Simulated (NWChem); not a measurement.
Species: CBrCl3; SMILES ClC(Cl)(Cl)Br

Computed with NWChem. Medium grid unless said otherwise, to which SCAN and Minnesota functionals are sensitive. Geometry: optimised at PBE0/def2-SVP. Total energies of different functionals are on different scales.

```json
[
 {"level": "B3LYP/def2-SVP", "energy (Ha)": "-3992.1137", "highest occupied level (eV)": "-8.11", "orbital gap (eV)": "6.44", "dipole (D)": "0.01"},
 {"level": "PBE/def2-SVP", "energy (Ha)": "-3991.0637", "highest occupied level (eV)": "-7.04", "orbital gap (eV)": "4.55", "dipole (D)": "0.02"},
 {"level": "MPW1K/def2-SVP", "energy (Ha)": "-3992.2730", "highest occupied level (eV)": "-9.59", "orbital gap (eV)": "8.66", "dipole (D)": "0.10"},
 {"level": "r2SCAN/def2-SVP", "energy (Ha)": "-3991.9418", "highest occupied level (eV)": "-7.51", "orbital gap (eV)": "4.97", "dipole (D)": "0.02"},
 {"level": "PW91/def2-SVP", "energy (Ha)": "-3992.1524", "highest occupied level (eV)": "-7.08", "orbital gap (eV)": "4.54", "dipole (D)": "0.02"},
 {"level": "OLYP/def2-SVP", "energy (Ha)": "-3992.8237", "highest occupied level (eV)": "-6.94", "orbital gap (eV)": "4.60", "dipole (D)": "0.03"},
 {"level": "KT2/def2-SVP", "energy (Ha)": "-4012.6812", "highest occupied level (eV)": "-7.14", "orbital gap (eV)": "4.39", "dipole (D)": "0.01"}
]
```
